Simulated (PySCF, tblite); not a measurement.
Isomers of C5H14OP2. Computed with GFN2-xTB (tblite): harmonic, unscaled wavenumbers at the GFN2-xTB geometry, gas phase. Errors from tens to a few hundred cm⁻¹ against measured bands are possible. Modes of hydrogen on phosphorus can be 10 to 20 % off. One conformer each.

Electronic energies: PBE0/pcSseg-1 single points on the GFN2-xTB geometries (PySCF, gas phase).

| SMILES | electronic energy, lowest = 0 (kJ/mol) |
| --- | --- |
| CC[P@@](C)(=O)CCP | 40.0 |
| CC[P@@](C)(=O)P(C)C | 0.0 |
| CP(C)CC[P@H](C)=O | 57.9 |

Question: How do GFN2-xTB zero-point energies change the relative energies?

Answer: 
```csv
SMILES,ZPE (kJ/mol),of it from modes above 1550 cm⁻¹,electronic (kJ/mol),"with ZPE, lowest = 0 (kJ/mol)",lowest mode (cm⁻¹),rings
CC[P@@](C)(=O)P(C)C,474.8,251.3,0.0,0.0,45,0
CC[P@@](C)(=O)CCP,468.6,242.2,40.0,33.8,47,0
CP(C)CC[P@H](C)=O,470.6,245.6,57.9,53.7,53,0
```

The zero-point energies span 6.2 kJ/mol, from `CC[P@@](C)(=O)CCP` to `CC[P@@](C)(=O)P(C)C`. The order is unchanged.

Question: And how do the electronic energies of GFN2-xTB itself compare?

Answer: `CC[P@@](C)(=O)P(C)C` 0.0; `CC[P@@](C)(=O)CCP` 34.8; `CP(C)CC[P@H](C)=O` 22.4 kJ/mol, lowest = 0. Against the energies above, taken from the same isomer `CC[P@@](C)(=O)P(C)C`, the largest difference is 35.5 kJ/mol.

Question: What do entropy and thermal enthalpy add at 298.15 K and 1 bar (rigid rotor, harmonic oscillator, one conformer each)?

Answer: 
| SMILES | point group | symmetry number | S (J/(mol K)) | H − H(0) (kJ/mol) | ZPE + H − H(0) − TS (kJ/mol) |
| --- | --- | --- | --- | --- | --- |
| CC[P@@](C)(=O)P(C)C | C1 | 1 | 463.7 | 36.42 | 373.0 |
| CC[P@@](C)(=O)CCP | C1 | 1 | 463.5 | 34.99 | 365.4 |
| CP(C)CC[P@H](C)=O | C1 | 1 | 446.3 | 34.08 | 371.7 |
